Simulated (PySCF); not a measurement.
# Reading the logs of faulty runs: ClFH2Si2

These are calculations, not measurements. The program is PySCF 2.14.0, an open-source quantum chemistry code, run on an isolated molecule that a program drew, which may never have been made. The molecule is ClFH2Si2 (charge 0, singlet), drawn as the SMILES string `F[Si][SiH2]Cl`.

Each row is a Hartree-Fock (HF) and frozen-core CCSD(T) single point in the cc-pV(D+d)Z basis, meant for a local HF minimum. Run 1 is clean. Each other run has one planted mistake out of seven kinds, and not every kind appears here: one electron removed, one electron added, multiplicity raised by two, geometry at a saddle point, minimal basis STO-3G, one bond length entered in bohr, all coordinates scaled. The reference is restricted for singlets and unrestricted otherwise, and also for a bond in bohr. Adding or removing an electron swaps singlet and doublet. Electrons count all cores. HOMO and LUMO are orbital energies over both spins, the gradient is its largest component, and the lowest frequency (negative if imaginary) is given only where the gradient is small. Bond lengths are over the 5 bonds as drawn. T1 is the CCSD diagnostic: over 0.02 (restricted) or 0.045 (unrestricted) a single reference is doubtful.

Geometry of the clean run:
```xyz
6
ClFH2Si2, angstrom
F    -1.9089    1.5874    0.9367
Si   -0.4892    2.3921    0.8240
Si    0.5580    0.7421   -0.6461
Cl    2.5003    1.3877   -1.0826
H     0.6711   -0.5890   -0.0102
H    -0.1561    0.5990   -1.9339
```

| run | electrons | basis functions | <S^2> | HOMO (eV) | LUMO (eV) | gradient (hartree/bohr) | lowest frequency (cm^-1) | mean bond (Å) | longest bond (Å) | T1 | HF (hartree) | CCSD(T) (hartree) | mistake |
|---|---|---|---|---|---|---|---|---|---|---|---|---|---|
| 1 | 56 | 93 | 0.000 | -8.98 | 0.02 | 1.6e-05 | 40 | 1.8266 | 2.445 | 0.0148 | -1138.03310 | -1138.58842 | no fault |
| 2 | 56 | 34 | 0.000 | -6.16 | 5.07 | 3.8e-02 | - | 1.8266 | 2.445 | 0.0179 | -1125.01850 | -1125.14550 | minimal basis STO-3G |
| 3 | 56 | 93 | 2.016 | -8.28 | -0.46 | 1.9e-02 | - | 1.8266 | 2.445 | 0.0206 | -1138.00579 | -1138.54078 | multiplicity raised by two |
| 4 | 56 | 93 | 1.295 | -8.61 | -0.88 | 6.0e-03 | - | 2.1990 | 3.955 | 0.0582 | -1137.91251 | -1138.44215 | one bond length entered in bohr |
| 5 | 57 | 93 | 0.771 | -1.56 | 7.34 | 3.5e-02 | - | 1.8266 | 2.445 | 0.0144 | -1138.06053 | -1138.61728 | one electron added |
| 6 | 55 | 93 | 0.782 | -16.58 | -7.14 | 5.0e-02 | - | 1.8266 | 2.445 | 0.0233 | -1137.73756 | -1138.27357 | ? |

**Which mistake was planted in run 6, and what did it cost?**

It counts 55 electrons, one fewer than the clean run, at the same geometry and basis. So the mistake is: one electron removed. Subtracting run 1 and multiplying by 627.51 kcal/mol a hartree, the energy moved by 185.5 kcal/mol in HF and 197.6 kcal/mol in CCSD(T).

Cautions from the logs. Run 4: T1 is over the limit, so its CCSD(T) energy is less reliable.
